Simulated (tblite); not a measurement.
C4H4Cl3 (doublet state).
Z-matrix (Å and degrees, GFN2-xTB geometry), rows numbered from 1:
```
C 
C   1  1.3649
C   2  1.3877  1  127.05
C   3  1.4659  2  125.20  1     0.05
Cl  4  1.7719  3  111.33  2  -179.92
Cl  4  1.8048  3  111.65  2    59.87
Cl  4  1.8049  3  111.69  2   -59.73
H   1  1.0750  2  120.48  3  -179.93
H   1  1.0742  2  122.32  3     0.02
H   2  1.0825  1  117.83  3  -179.95
H   3  1.0779  2  119.14  1   179.99
```

Computed values, GFN2-xTB/tblite, gas phase, harmonic and unscaled. Errors from tens to a few hundred cm⁻¹ against measured bands are possible. One conformer, not necessarily the lowest. Open shells enter through the occupations alone, without spin polarisation, and single modes of such species can be off by tens of per cent.

Harmonic wavenumbers (cm⁻¹): 71.5, 139.3, 159.8, 217.6, 234.1, 279.7, 306.2, 333.8, 464.1, 475.3, 526.2, 563.0, 721.1, 738.2, 825.0, 955.1, 1003.1, 1027.7, 1184.0, 1285.9, 1349.7, 1413.9, 1492.4, 3061.4, 3105.3, 3127.0, 3165.1.

A = 1885, B = 1172, C = 1105 MHz; mass 156.938 u (most abundant isotopes); point group Cs, symmetry number 1; spin multiplicity 2.

**Question.** Zero-point energy?

**Answer.** ½Σν̃ = 14113 cm⁻¹ = 40.35 kcal/mol.

**Question.** Give the ideal-gas entropy at 400 K and 1 bar in the rigid-rotor, harmonic-oscillator model (classical rotation).

**Answer.** Translation 42.55, rotation 30.14, vibration 28.81, spin (R ln 2) 1.38: S = 102.9 cal/(mol K).

**Question.** And Cp and H(400 K) − H(0)?

**Answer.** Cp = 36.51 cal/(mol K), of which vibrations give 28.56 (their classical limit is 27 R = 53.7); H(400 K) − H(0) = 9.40 kcal/mol without the zero-point energy, 6.22 from vibrations.

**Question.** What must be added to the electronic energy to get the Gibbs energy at 400 K and 1 bar?

**Answer.** ZPE + [H(400 K) − H(0)] − T·S = 40.35 + 9.40 − 41.15 = 8.60 kcal/mol.

**Question.** Which modes carry the vibrational entropy at 400 K?

**Answer.** 71.5 cm⁻¹: 4.69; 139.3 cm⁻¹: 3.38; 159.8 cm⁻¹: 3.11; 217.6 cm⁻¹: 2.52; 234.1 cm⁻¹: 2.39; 279.7 cm⁻¹: 2.06 cal/(mol K); the other 21 give 10.66 together.

**Question.** Blend soft modes into free rotors: weight 1/[1 + (100 cm⁻¹/ν̃)⁴] for the oscillator and the rest for a rotor with moment μB/(μ + B), μ = h/(8π²ν), B = 10⁻⁴⁴ kg m². What vibrational entropy results?

**Answer.** 27.68 cal/(mol K) in place of 28.81, which changes −T·S at 400 K by +0.45 kcal/mol.

**Question.** How do the functions run with temperature in this model?

**Answer.** 
```
 T (K)  S (cal/(mol K))  Cp (cal/(mol K))  H − H(0) (kcal/mol)  G − H(0) (kcal/mol)  ln q(vib)
   150             75.3              20.8                 2.04                -9.25       1.70
   250             87.7              28.2                 4.50               -17.42       3.68
298.15             92.9              31.2                 5.93               -21.77       4.65
   600            119.1              43.5                17.46               -54.02      10.41
   900            138.0              49.5                31.51               -92.73      15.33
```

q(vib) and H(0) count from the zero-point level.

Hindered rotation and anharmonicity are outside this model. Other conformers, if any are populated, would add a mixing term that is left out.

Hardware: Arm Neoverse V2, one thread (shared host). Cost: 0.34 s. The figure is for the frequency step alone.
